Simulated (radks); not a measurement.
Values are calculated unless marked as measured or tabulated.
Ionisation of the sulfur ion S+, [Ne] 3s2 3p3, to S2+, [Ne] 3s2 3p2, under several functionals. Non-relativistic Kohn-Sham, spin-polarised, spherical densities, point nucleus; open shells are filled with parallel spins first; a radial shooting solver on a logarithmic mesh with Libxc functionals.

\begin{tabular}{lrrrrrr}
functional & E(S+) (hartree) & Exc (hartree) & IE (eV) & -e(HOMO) (eV) & <r> HOMO (bohr) & IE error (eV) \\ \hline
PW91 & -397.72766 & -25.32794 & 23.434 & 17.969 & 1.872 & +0.096 \\
PBE & -397.56951 & -25.16408 & 23.380 & 17.921 & 1.873 & +0.043 \\
revPBE & -397.67355 & -25.27291 & 23.375 & 17.913 & 1.872 & +0.037 \\
PBEsol & -396.93370 & -24.50823 & 23.319 & 17.862 & 1.872 & -0.019 \\
B86b exchange with PBE correlation & -397.72447 & -25.32419 & 23.407 & 17.944 & 1.872 & +0.069 \\
LDA (Slater exchange, Perdew-Zunger correlation) & -396.34505 & -23.89812 & 23.298 & 17.843 & 1.873 & -0.040 \\
HCTH/407 & -397.79851 & -25.43864 & 23.849 & 18.378 & 1.843 & +0.511 \\
\end{tabular}

NIST Atomic Spectra Database: 23.338 eV (measured). Closest: PBEsol. The Delta-SCF values span 0.55 eV, the total energies 1.45 hartree. The highest occupied level is 3p. Open shells are spherical and high-spin; term and fine-structure splittings are not resolved.
